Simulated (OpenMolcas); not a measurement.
Ionisation energies of phosphorus

```json
{"Program": "OpenMolcas 26.06", "Basis": "ANO-RCC-VTZP [5s4p2d1f]", "Scalar Hamiltonian": "DKH2, point nucleus", "Spin-orbit coupling": "RASSI with atomic mean-field integrals over the reference wave functions, term energies averaged over their components"}
```

Active shells in each charge state: the valence s, p shells, with orbitals averaged over the low states. Where CASPT2's correlated closed shells are named, they are those of the first ion.

A. CASSCF
B. SS-CASPT2, IPEA 0.25 Eh, imaginary shift 0.1 Eh (closed shells correlated: 2s 2p)
C. SS-CASPT2, IPEA 0 Eh, imaginary shift 0.1 Eh (closed shells correlated: 2s 2p)

Energies in eV between the lowest computed levels (charge -1 gives the electron affinity), named as in B; reference values from the NIST Atomic Spectra Database with their kind.

| From | To | A | B | C | Spin-orbit share in B | Reference |
| --- | --- | --- | --- | --- | --- | --- |
| P- 3s2 3p4 3P2 | P 3s2 3p3 4S* 3/2 | -0.545 | 0.395 | 0.324 | +0.011 |  |
| P 3s2 3p3 4S* 3/2 | P+ 3s2 3p2 3P0 | 9.650 | 10.307 | 10.419 | -0.035 | 10.487 (measured) |
| P+ 3s2 3p2 3P0 | P2+ 3s2 3p 2P* 1/2 | 18.768 | 19.473 | 19.596 | -0.007 | 19.769 (semi-empirical) |
| P2+ 3s2 3p 2P* 1/2 | P3+ 3s2 1S0 | 28.959 | 29.772 | 29.895 | +0.042 | 30.203 (measured) |
| P3+ 3s2 1S0 | P4+ 3s 2S 1/2 | 51.071 | 51.179 | 51.181 | +0.000 | 51.444 (measured) |
| P4+ 3s 2S 1/2 | P5+ 2p6 1S0 | 64.575 | 64.645 | 64.647 | +0.000 | 65.025 (measured) |

Error against the reference values, in %:

```csv
From,Reference,A,B,C
P,measured,-8.0,-1.7,-0.6
P+,semi-empirical,-5.1,-1.5,-0.9
P2+,measured,-4.1,-1.4,-1.0
P3+,measured,-0.7,-0.5,-0.5
P4+,measured,-0.7,-0.6,-0.6
```

Mean absolute error over the 4 measured values: A 0.73 eV, B 0.31 eV, C 0.25 eV. C lies closest.

No diffuse functions were added, so the electron affinity comes out too small, and without dynamic correlation a bound anion can come out unbound.

* marks odd parity.
